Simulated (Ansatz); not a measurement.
Ge2C, relaxed as a triplet with UKS r2SCAN-D4/def2-TZVP in Ansatz, starting from the r2SCAN-D4/def2-TZVP geometry of the neutral singlet. Force threshold 0.02 eV/Å.

The relaxation made no stability test and no search for a lower SCF solution. At r2SCAN-D4/def2-TZVP a singlet of charge 0 lies 1.86 eV below the triplet, each at its own geometry. The structure comes from a short search, and lower isomers may exist.

Start:

```
atom   x (Å)   y (Å)   z (Å)
 Ge1   0.736   1.258   0.647
 Ge2  -0.601  -1.469  -0.150
  C3  -0.135   0.212  -0.498
```

```tsv
step	energy (eV)	largest force component (eV/Å)	SCF passes
1	-114067.8415	0.475	27
2	-114067.8690	0.154	26
3	-114068.1198	1.524	82
4	-114068.2957	0.395	30
5	-114068.3105	0.284	24
6	-114068.3312	0.013	29
7	-114068.3316	0.016	22
```

Force components are those of the run's own axes.

End:

Cartesian coordinates in Å:
```
Ge 0.7900 1.6160 0.4675
Ge -0.7923 -1.6124 -0.4761
C 0.0023 -0.0037 0.0086
```

By distances, no bond broke or formed. The bond that changes most is Ge1–C3, from 1.78 to 1.86 Å (atoms count from 1).

The force fell under the threshold at step 6, but the optimiser went on. No frequencies were taken in this run, so the end may be a saddle point.

Hardware: 4 threads of Arm Neoverse V1 on a shared host. Wall time 24 s.
